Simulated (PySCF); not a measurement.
**Assignment exercise: C7H12OSi**

Numbering as in the mapped SMILES `[CH:1]#[C:2][Si@:3]1([CH3:4])[CH2:5][C@H:6]([CH2:7][OH:8])[CH2:9]1`. Each H is labelled by its parent atom. Ha(C5), Ha(C9) are cis to C7 on the ring; Hb(C5), Hb(C9) are trans to C7 on the ring.

Calculated, not measured (PySCF 2.14.0 with density-fitted response routines): GFN2-xTB geometry, GIAO PBE0/pcSseg-1 shieldings. Single conformer, fast rotation and ring inversion assumed for equivalent nuclei, no relativistic terms, no solvent.

Chemical shifts δ = σref − σ; TMS for ¹³C and ¹H, all at this level.

Problem. Assign these signals to the numbered atoms. ¹³C{¹H} NMR (computed): δ 106.6, 91.1, 73.0, 34.8, 21.0, 1.2.

Solution. 
```tsv
δ (ppm)	atoms	environment	reason
106.6	C1	terminal alkyne carbon	–
91.1	C2	alkyne carbon	sp carbons lie upfield of alkene carbons because the cylindrical π system leaves one tensor component strongly shielded
73.0	C7	sp3 CH2 bonded to O	deshielded by the electronegative neighbour
34.8	C6	sp3 CH in a ring	a saturated carbon with 3 carbon neighbours and no heteroatom attached
21.0	C5/C9	sp3 CH2 bonded to Si	–
1.2	C4	methyl carbon bonded to Si	an electropositive neighbour leaves it electron-rich and shielded
```

Problem. Assign these signals to the numbered atoms. ¹H NMR (400 MHz, computed): δ 3.83 (d, 2H), 2.43 (m, 1H), 2.18 (s, 1H), 1.70 (m, 2H), 1.60 (m, 2H), 1.12 (br s, 1H), 0.42 (s, 3H).

Solution. 
```tsv
δ (ppm)	atoms	environment	reason
3.83	H(C7)	hydrogen on an sp3 CH2 bonded to O	its carbon carries O, an electronegative neighbour
2.43	H(C6)	hydrogen on an sp3 CH in a ring	–
2.18	H(C1)	hydrogen on a terminal alkyne carbon	it lies on the axis of the triple bond, in its shielding cone
1.70	Hb(C5)/Hb(C9)	hydrogen on an sp3 CH2 bonded to Si	–
1.60	Ha(C5)/Ha(C9)	hydrogen on an sp3 CH2 bonded to Si	–
1.12	H(O8)	hydrogen on an alcohol oxygen	labile proton, position sensitive to the medium
0.42	H(C4)	hydrogen on a methyl carbon bonded to Si	an electropositive neighbour shields it, as in TMS itself
```

Hb(C5)/Hb(C9) and Ha(C5)/Ha(C9) lie closer than the usual error of such a calculation, so a measured spectrum could show them in the other order.

Exchangeable OH/NH protons stand at their gas-phase positions; hydrogen bonding in a real sample shifts them, mostly to higher δ. Shifts are as computed. Against solution values, carbons near 30 ppm lie about +3 ppm off and those near 130 ppm about +5 ppm. Of 1211 compounds with measured shifts, 218 miss one by over three times the rms of a fit or turn the order of signals round; such compounds aren't used in these exercises. Multiplicities follow the n + 1 count of equivalent neighbours, as no J values were calculated; m marks all less simple cases, F and P coupling included.
